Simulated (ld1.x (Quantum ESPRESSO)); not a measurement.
How hard is this ytterbium (Yb) TM potential?

Yb (Z = 70), norm-conserving Troullier–Martins (Kleinman–Bylander form), made with ld1.x (Quantum ESPRESSO) 7.5 (PBEsol, scalar-relativistic). Core [Kr] 4d10 4f14, reference 5s2 5p6 5d0 6s2 6p0. Waves: 5p (bound): rc 2.40 bohr; 5d (bound, empty): rc 3.00 bohr; 5s (bound): rc 1.35 bohr. Local part: the s channel. Core correction: a·sin(br)/r model core, default radius (core density twice the valence density).

Occupied shells without a wave of their own: 6s. They enter only through the test configuration that unscreens the potential, and ld1.x also counts them in the model core charge.

The pseudo-atom Hamiltonian at the reference potential is diagonalised in spherical Bessel functions j_l(qr) that vanish at 20 bohr, with q² up to the cutoff. All-electron valence levels (Ry): 5p -2.0182, 6p -0.0797, 5d -0.0499, 5s -4.0404, 6s -0.2893.

Q: How do the lowest levels (Ry) of each channel move with the cutoff, and are there ghosts?

A:

```tsv
cutoff (Ry)	p #1	p #2	p #3	d #1	d #2	s #1	s #2	s #3	f #1	Σ f·Δε (mRy)
8	-1.7680	-0.0658	0.0548	-0.0168	0.0689	-3.3435	-0.2386	0.0116	0.0994	3005.8
15	-2.0107	-0.0801	0.0498	-0.0472	0.0614	-3.6179	-0.2549	0.0092	0.0994	968.5
25	-2.0178	-0.0804	0.0497	-0.0498	0.0609	-3.9454	-0.2837	0.0049	0.0994	213.1
40	-2.0182	-0.0808	0.0496	-0.0498	0.0609	-4.0057	-0.2917	0.0038	0.0994	74.3
60	-2.0182	-0.0809	0.0495	-0.0498	0.0609	-4.0254	-0.2927	0.0036	0.0994	32.6
90	-2.0182	-0.0809	0.0495	-0.0498	0.0609	-4.0389	-0.2939	0.0034	0.0994	3.2
120	-2.0182	-0.0809	0.0495	-0.0498	0.0609	-4.0395	-0.2939	0.0034	0.0994	2.0
180	-2.0182	-0.0809	0.0495	-0.0498	0.0609	-4.0404	-0.2940	0.0034	0.0994	0.1
400	-2.0182	-0.0809	0.0495	-0.0498	0.0609	-4.0404	-0.2940	0.0034	0.0994	0.0
```

Result: no extra level below or beside the all-electron valence levels (p, d, s, f tested); 10 mRy is reached at 80 Ry and 1 mRy at 140 Ry.

ld1.x takes every shell without a wave as core, so the model core holds the 6s electrons as well and exchange and correlation see them twice. This cancels in the reference configuration, but the file is broken for other ones, and its errors say nothing about a proper core correction. Its largest configuration-test error is -1103 meV.
